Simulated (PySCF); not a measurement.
Species: C6H8F (doublet state).
Atom-mapped SMILES: `[CH3:1][C:2]1=[C:3]([F:4])[CH2:5][CH:6][CH2:7]1` (hydrogens: H8, H9, H10 on C1; H11, H12 on C5; H13 on C6; H14, H15 on C7)

Cartesian coordinates in Å at the GFN2-xTB level; atoms count from 1:
```xyz
15
C6H8F angstrom
C      2.0846    0.1982   -0.2517
C      0.6077    0.1042   -0.0912
C     -0.3103    1.0225   -0.3651
F     -0.0681    2.2556   -0.8566
C     -1.7186    0.6010   -0.0855
C     -1.5102   -0.7733    0.4252
C     -0.0710   -1.1312    0.4380
H      2.5813    0.0511    0.7074
H      2.3615    1.1724   -0.6461
H      2.4404   -0.5732   -0.9344
H     -2.3418    0.6386   -0.9908
H     -2.2047    1.2677    0.6413
H     -2.2980   -1.4321    0.7303
H      0.2921   -1.3852    1.4442
H      0.1507   -2.0083   -0.1871
```

Computed, not measured: UKS B3LYP, pcH-1 on C F H, non-relativistic, mean-field spin-orbit, GIAO (PySCF 2.14.0). Geometry: GFN2-xTB; no solvent, vibrations or thermal averaging. The geometry wasn't refined by DFT: couplings that depend on bond lengths, twists or pyramidal angles can differ widely from those at the functional's own minimum. The SCF solution wasn't tested for stability.

Q: Predict the first-order ENDOR lines of F4, H11/H12, H14/H15 and H13 under fast tumbling at B = 344.2 mT (X band).

A: ν± = |νn ± a/2|, one line for each electron-spin manifold; νn = |g_N| × 7.62259 MHz/T × B.

```csv
nuclei,isotope,g_N,νn (MHz),a_iso (MHz),lower line (MHz),upper line (MHz)
F4,19F,5.2577,13.79,-3.43,12.08,15.51
H11/H12,1H,5.5857,14.66,114.48,42.59,71.90
H14/H15,1H,5.5857,14.66,111.19,40.94,70.25
H13,1H,5.5857,14.66,-64.47,17.58,46.89
```

Q: Which pairs are centred on the nuclear Larmor frequency, and which on half the coupling?

A: Centred on νn, since |a| < 2νn: F4. Centred on |a|/2 and split by 2νn: H11/H12, H14/H15 and H13.

Q: At what field would the lower line of H14/H15 fall to zero frequency?

A: Where νn = |a|/2, that is B = 55.60 MHz/(5.5857 × 7.62259 MHz/T) = 1310 mT, as far as first order holds there.

Means are taken over nuclei equivalent by connectivity, which assumes that they swap fast.
